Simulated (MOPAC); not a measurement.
Input for MOPAC: PM6 on LiO, 2S+1 = 2, a spin state set in the input, which need not be the lowest, a point of a bond scan (R = 1.734 Å).

```
PM6 1SCF PRECISE CHARGE=0 UHF MS=0.5 THREADS=1
LiO

Li     0.00000000 1     0.00000000 1     0.00000000 1
O      0.00000000 1     0.00000000 1     1.73360400 1
```

Program output:

```
*******************************************************************************
 **                                                                           **
 **                              MOPAC v23.2.5                                **
 **                                                                           **
 *******************************************************************************
 ** MOPAC's Digital Object Identifier: https://doi.org/10.5281/zenodo.6511958 **
 **                                                                           **
 ** Please cite the open-source release paper for use of this MOPAC version:  **
 ** J. E. Moussa and J. J. P. Stewart (2026)                                  **
 ** MOPAC: An open-source semiempirical molecular orbital program             **
 ** J. Open Source Softw., 11(119), 8025, https://doi.org/10.21105/joss.08025 **
 *******************************************************************************

                              PM6 CALCULATION RESULTS

 *******************************************************************************
 *  PM6        - The PM6 Hamiltonian to be used
 *  UHF        - UNRESTRICTED HARTREE-FOCK CALCULATION
 *
 *
 *
 *                 CHARGE ON SYSTEM = 0
 *
 *
 *
 *  MS=        - IN MECI, MAGNETIC COMPONENT OF SPIN =  0.5
 *  PRECISE    - TIGHTER CRITERIA TO BE USED
 *  1SCF       - DO 1 SCF AND THEN STOP
 *  THREADS=1  - MULTI-THREADING NOT USED
 *  T=         - A TIME OF 172800.0 SECONDS REQUESTED
 *  DUMP=N     - RESTART FILE WRITTEN EVERY 7200.0 SECONDS REQUESTED
 *******************************************************************************
PM6 1SCF PRECISE CHARGE=0 UHF MS=0.5 THREADS=1
 LiO

   ATOM   CHEMICAL          X               Y               Z
  NUMBER   SYMBOL      (ANGSTROMS)     (ANGSTROMS)     (ANGSTROMS)

     1      Li          0.00000000  *   0.00000000  *   0.00000000  *
     2       O          0.00000000  *   0.00000000  *   1.73360400  *



          CARTESIAN COORDINATES

    NO.       ATOM           X           Y           Z

     1        Li          0.0000      0.0000      0.0000
     2         O          0.0000      0.0000      1.7336

 General Reference for PM6:
 "Optimization of Parameters for Semiempirical Methods V: Modification of NDDO Approximations
 and Application to 70 Elements", J. J. P. Stewart, J. Mol. Mod., 13, 1173-1213 (2007)
 URL: https://link.springer.com/article/10.1007/s00894-007-0233-4

           Empirical Formula: O Li  =     2 atoms



      MOLECULAR POINT GROUP   :   C*v


          UHF CALCULATION, NO. OF ALPHA ELECTRONS =    4
                           NO. OF BETA  ELECTRONS =    3

 -------------------------------------------------------------------------------
 PM6 1SCF PRECISE CHARGE=0 UHF MS=0.5 THREADS=1
 LiO



     1SCF WAS SPECIFIED, SO BFGS WAS NOT USED
     SCF FIELD WAS ACHIEVED


                              PM6 CALCULATION
                                                       MOPAC v23.2.5 Linux




          FINAL HEAT OF FORMATION =         16.10977 KCAL/MOL =      67.40328 KJ/MOL


          COSMO AREA              =         68.72 SQUARE ANGSTROMS
          COSMO VOLUME            =         51.03 CUBIC ANGSTROMS

          IONIZATION POTENTIAL    =          8.088625 EV
          ALPHA SOMO LUMO (EV)    =         -9.875  3.588
          BETA  SOMO LUMO (EV)    =         -8.089  0.596
          NO. OF ALPHA ELECTRONS  =          4
          NO. OF BETA  ELECTRONS  =          3
          MOLECULAR WEIGHT        =         22.9394         POINT GROUP:  C*v

          MOLECULAR DIMENSIONS (Angstroms)

            Atom       Atom       Distance
            O     2   Li     1     1.73360
            O     2   Li     1     0.00000
           Li     1    O     2     0.00000


          SCF CALCULATIONS        =          1





   ATOM   CHEMICAL          X               Y               Z
  NUMBER   SYMBOL      (ANGSTROMS)     (ANGSTROMS)     (ANGSTROMS)

     1      Li          0.00000000  *   0.00000000  *   0.00000000  *
     2       O          0.00000000  *   0.00000000  *   1.73360400  *

                             CARTESIAN COORDINATES

   1   Li        0.000000000     0.000000000     0.000000000
   2    O        0.000000000     0.000000000     1.733604000


           Empirical Formula: O Li  =     2 atoms



      MOLECULAR POINT GROUP   :   C*v


          ALPHA EIGENVALUES
 -24.93570 -13.15582 -10.95297  -9.87531   3.58779   6.28854   6.30547   6.83866


           BETA EIGENVALUES
 -19.72738  -9.15191  -8.08863   0.59604   3.73021   6.19181   6.19988   6.71037


              NET ATOMIC CHARGES AND DIPOLE CONTRIBUTIONS

  ATOM NO.   TYPE          CHARGE      No. of ELECS.   s-Pop       p-Pop
    1         Li           0.765938        0.2341     0.19464     0.03942
    2          O          -0.765938        6.7659     1.96246     4.80348
 DIPOLE           X         Y         Z       TOTAL
 POINT-CHG.     0.000     0.000    -6.378     6.378
 HYBRID        -0.000    -0.000    -0.237     0.237
 SUM           -0.000    -0.000    -6.615     6.615


          ATOMIC ORBITAL ELECTRON POPULATIONS

     Atom    s        px        py        pz
    1 Li   0.19464   0.00191   0.00041   0.03710
    2  O   1.96246   1.99809   0.99959   1.80580


                    (SZ)    =    0.500000
                    (S**2)  =    0.761150


          ATOMIC ORBITAL SPIN POPULATIONS

    Atom   Total    s     px     py     pz
         Atomic
    1 Li -0.0669 -0.057 -0.000  0.000 -0.010
    2  O  1.0669  0.010  0.000  1.000  0.057

 **********************
 *                    *
 * JOB ENDED NORMALLY *
 *                    *
 **********************




 == MOPAC DONE ==
```

The run finished.

Cost: very roughly 0.03 core-seconds.
